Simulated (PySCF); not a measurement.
# Electronic structure of Bi³⁺ (bismuth, charge +3) at the UHF level

Configuration: [Xe] 4f14 5d10 6s2, closed-shell 1S. Calculation: PySCF 2.14, in def2-QZVPPD with the def2 core potential (60 electrons) (8s6p5d4f1g, 88 functions); scalar relativity through the core potential.

| Quantity | Value |
| --- | --- |
| Total energy | -211.883257 hartree |
| One-electron energy | -350.1010 hartree |
| Hartree (Coulomb) energy | 153.5917 hartree |
| Exchange energy | -15.3739 hartree |
| ⟨S²⟩ | 0.0000 |
| ⟨L²⟩ | 0.000 |
| Sum of ⟨r⟩ | 23.99 bohr |
| Sum of ⟨r²⟩ | 34.32 bohr² |

```csv
shell,electrons,mean orbital energy (hartree),"rms radius, mean of both spins (bohr)"
5s,2,-7.71324,0.899
5p,6,-5.28882,1.02
5d,10,-2.33547,1.30
6s,2,-1.57565,2.18
```

Energies and moments cover only the electrons outside the core potential. Spin-orbit coupling, which splits the p, d and f shells strongly at this Z, is absent.
